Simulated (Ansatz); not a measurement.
# Ligand exchange: BH(CH3)(SH) + GeH2(SH)2 → BH(SH)2 + GeH2(CH3)(SH)

Gas-phase species: BH(CH3)(SH), singlet; GeH2(SH)2, singlet; BH(SH)2, singlet; GeH2(CH3)(SH), singlet. The partners trade CH3 for SH: B–CH3 and Ge–SH bonds give way to B–SH and Ge–CH3.

Shapes, held fixed at every level: PBE0-D4/def2-TZVP. Flexible molecules stand in one conformer, not always the lowest. Programs: Ansatz 0.2.0. The zero-point and thermal change to 298 K, harmonic and unscaled (PBE0-D4/def2-TZVP), is +0.5 kJ/mol.

| level | kind | ΔH(298 K) (kJ/mol) | less CCSD(T)/def2-TZVPP |
| --- | --- | --- | --- |
| r2SCAN-D4/def2-TZVPP | meta-GGA | -12.2 | +3.3 |
| r2SCAN0-D4/def2-TZVPP | global hybrid | -11.3 | +4.2 |
| wB97X-V/def2-TZVPP | range-separated hybrid | -11.8 | +3.7 |
| B2PLYP/def2-TZVPP | double hybrid | -11.8 | +3.7 |
| MP2/def2-SVP | perturbation theory | -19.5 | -4.0 |
| CCSD(T)/def2-SVP | coupled cluster or CI | -17.7 | -2.2 |
| CCSD(T)/def2-TZVPP | coupled cluster or CI | -15.5 | 0.0 |

The highest level, CCSD(T)/def2-TZVPP, gives ΔH(298 K) = -15.5 kJ/mol; the levels span -19.5 to -11.3. The column of differences is taken from that level and isn't an error. No measured value is set beside it here. Relativity is left out for Ge. Outer-core shells of Ge are correlated, in sets that cover them unevenly.
